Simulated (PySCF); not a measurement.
**Ti⁺ (titanium, charge +1): UHF calculation**

Configuration: [Ar] 3d2 4s1, high-spin 4F determinant. Calculation: PySCF 2.14, in aug-cc-pVDZ; the non-relativistic Hamiltonian (point nucleus).

- Total energy: -848.206892 hartree
- One-electron energy: -1156.9839 hartree
- Hartree (Coulomb) energy: 349.7373 hartree
- Exchange energy: -40.9603 hartree
- Kinetic energy: 848.05381 hartree
- ⟨S²⟩: 3.7524
- ⟨L²⟩: 12.033
- Sum of ⟨r⟩: 17.31 bohr
- Sum of ⟨r²⟩: 29.32 bohr²
- Density at the nucleus (Gaussians lack the cusp): 7080 bohr⁻³
- Spin density at the nucleus: 2.86 bohr⁻³
- Langevin diamagnetic susceptibility: -23.2 ×10⁻⁶ cm³/mol
- Time after the integrals: 0.39 s of wall time on 1 thread of Neoverse-N1 (shared host)

```tsv
shell	electrons	mean orbital energy (hartree)	rms radius, mean of both spins (bohr)
1s α	1	-183.55289	0.0812
1s β	1	-183.54955	0.0812
2s α	1	-21.71506	0.353
2s β	1	-21.67563	0.353
2p α	3	-18.08317	0.321
2p β	3	-18.04658	0.321
3s α	1	-3.20793	1.09
3s β	1	-3.06695	1.09
3p α	3	-2.14287	1.19
3p β	3	-1.97898	1.19
3d α	2	-0.71553	1.62
4s α	1	-0.47593	3.52
```
